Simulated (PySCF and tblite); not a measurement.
Results of a calculation; reference values are marked as such.
C₅H₇FO₂, numbered as in [CH3:1]/[CH:2]=[C:3](\[F:4])[C:5](=[O:6])[O:7][CH3:8].

First level. Search: ETKDG and KDG, MMFF94s, GFN2-xTB, 90 starts; geometries at GFN2-xTB. Free energies are PBE0-D3(BJ)/def2-SVP (IEF-PCM, acetone) single points with GFN2-xTB rigid-rotor and vibrational terms (modes under about 100 cm⁻¹ blended into free rotors). Symmetry numbers and mirror images are counted. Conformers within 2.5 kcal/mol (GFN2-xTB free energy) were kept, 4 at most. GIAO shieldings: B97-2/pcSseg-1 (IEF-PCM, acetone). Shifts are against TMS (¹H), TMS (¹³C) at the same level. Programs: PySCF with density fitting and tblite.

It gives, at 298.15 K, with 2 conformers (largest weight 64 %): ¹H: 6.80 (H2, 1H), 4.11 (H8, 3H), 2.16 (H1, 3H) ppm. ¹³C: 167.7 (C5), 155.8 (C3), 130.7 (C2), 55.1 (C8), 14.9 (C1) ppm.

Second level: GFN2-xTB geometries, energies OLYP-D3(BJ)/pcSseg-1 (IEF-PCM, benzene), starting guess atom, shieldings OLYP/pcSseg-1 (IEF-PCM, benzene), starting guess atom, on up to 4 of the same conformers.

Question: How do the averaged shifts change?

Answer: 
```csv
signal,first,second,change (ppm)
H1,2.16,2.08,-0.09
H2,6.80,6.52,-0.28
H8,4.11,4.03,-0.08
C1,14.9,14.6,-0.3
C2,130.7,121.7,-9.0
C3,155.8,153.6,-2.2
C5,167.7,160.3,-7.4
C8,55.1,53.9,-1.2
```

The largest weight becomes 71 %.

The minima are those of GFN2-xTB; planar forms about aryl–S or allylic bonds may be saddles in DFT. Shifts are unscaled: against experiment ¹³C can be off by 15 ppm or more and ¹H by 0.8 ppm.


Conformer gaps in def2-SVP or pcSseg-1 on xTB geometries can be 2 kcal/mol off for S=O, P=O and other polar bonds.